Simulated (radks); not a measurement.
Problem. The mean radii <r> (bohr) of the occupied orbitals of an atom or ion are listed with their occupations. Calculated with a radial shooting solver on a logarithmic mesh with Libxc functionals: Dirac Kohn-Sham, BLYP, spin-unpolarised, spherical densities, finite nucleus; Fermi nuclear charge, rms radius of each element as measured or else 0.836 A^(1/3) + 0.57 fm.

| orbital | occ. | <r> |
|---|---|---|
| 1s1/2 | 2 | 0.03428 |
| 2s1/2 | 2 | 0.1493 |
| 2p1/2 | 2 | 0.1271 |
| 2p3/2 | 4 | 0.1318 |
| 3s1/2 | 2 | 0.4153 |
| 3p1/2 | 2 | 0.4091 |
| 3p3/2 | 4 | 0.4198 |
| 3d3/2 | 4 | 0.3970 |
| 3d5/2 | 6 | 0.4005 |
| 4s1/2 | 2 | 1.053 |
| 4p1/2 | 2 | 1.143 |
| 4p3/2 | 4 | 1.172 |
| 4d3/2 | 4 | 1.613 |
| 5s1/2 | 2 | 3.079 |
| 5p1/2 | 1 | 4.126 |

Name the element and its charge.

Solution. Z = 43, technetium, charge 0: Tc in [Kr] 4d(3/2: 4, 5/2: 0) 5s2 5p(1/2: 1, 3/2: 0). The 1s radius gives Z: for a bare nucleus <r> = (2 gamma + 1)/(2Z) with gamma = sqrt(1 - (Z/c)^2), 0.03371 bohr for Z = 43, and screening makes it slightly larger (0.03428 here). The occupations add up to 43, and the charge is Z minus that.
